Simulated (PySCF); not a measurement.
C2H4N (SMILES CC#[NH+]), charge +1, singlet, geometry from GFN2-xTB. Base run: PBE/6-31G* (PySCF).

Here is a job for PySCF.
```python
from pyscf import gto, scf, dft

mol = gto.M(
    atom='''
C     0.00334141    0.00125523   -1.23755640
C    -0.00040118   -0.00015071    0.14858327
N    -0.00350170   -0.00131545    1.29692576
H     0.00839961    1.03012222   -1.61351707
H     0.89303023   -0.51610608   -1.61269688
H    -0.88835179   -0.50910325   -1.61749951
H    -0.00620750   -0.00233191    2.29907192
''',
    basis='6-31g*',
    charge=1,
    verbose=4,
)

mf = dft.RKS(mol)
mf.xc = 'pbe'
mf.kernel()
mf.analyze()
```

The base run was repeated with changes; each row names its change, and settings that it needs were set with it.

```tsv
change	E (Eh)	HOMO (eV)	HOMO-LUMO gap (eV)	core-seconds (rough)
base	-132.88674	-15.71	7.86	2
functional = lc_wpbe	-132.96311	-20.05	15.85	5
functional = pbe; dispersion = d3bjm	-132.89075	-15.71	7.86	3
functional = bhandhlyp	-132.97541	-18.52	13.10	2
functional = b3lyp5	-132.97824	-16.81	9.93	2
functional = o3lyp	-133.01762	-16.38	9.13	3
functional = wb97x_v	-133.01368	-19.63	15.36	100
functional = x3lyp	-132.99537	-16.96	10.12	3
functional = bp86	-133.05418	-15.81	7.87	2
functional = pw6b95	-133.22414	-17.28	10.66	4
functional = m06	-132.95999	-17.21	10.48	4
functional = pbe0	-132.89639	-17.19	10.48	3
functional = pbe0; dispersion = d3bj	-132.89909	-17.19	10.48	2
```

Totals shift with the method and basis; they matter in differences.
